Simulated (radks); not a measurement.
Task: These are the eigenvalues of the occupied orbitals of an atom or ion with whole-number occupations (hartree). Calculated with a radial shooting solver on a logarithmic mesh with Libxc functionals: scalar-relativistic Kohn-Sham, r2SCAN, spin-polarised, spherical densities, finite nucleus; meta-GGA in the generalised Kohn-Sham scheme; Fermi nuclear charge, rms radius of each element as measured or else 0.836 A^(1/3) + 0.57 fm.

orbital  eigenvalue
1s up     -977.2317
1s down   -977.2317
2s up     -146.1018
2s down   -146.1017
2p up     -131.0475
2p down   -131.0474
3s up     -27.91608
3s down   -27.91605
3p up     -22.93891
3p down   -22.93886
3d up     -15.16701
3d down   -15.16692
4s up      -4.57920
4s down    -4.57893
4p up      -3.11567
4p down    -3.11545
4d up      -1.01806
4d down    -1.01766
6d up      -0.09440

Which element is it, and in what charge state? The configuration may be excited. Open shells, if any, are filled with parallel spins first.

Result: Z = 48, cadmium, charge +1: Cd+ in [Kr] 4d10 6d1. The list shows which subshells hold electrons but not how many an open one holds; the 1s level, -977.23 hartree, gives Z - s = 44.2 by -(Z - s)^2/2, which with screening and relativity narrows Z to a few neighbours, and the depths of the outer levels then fix element, charge and occupations together.
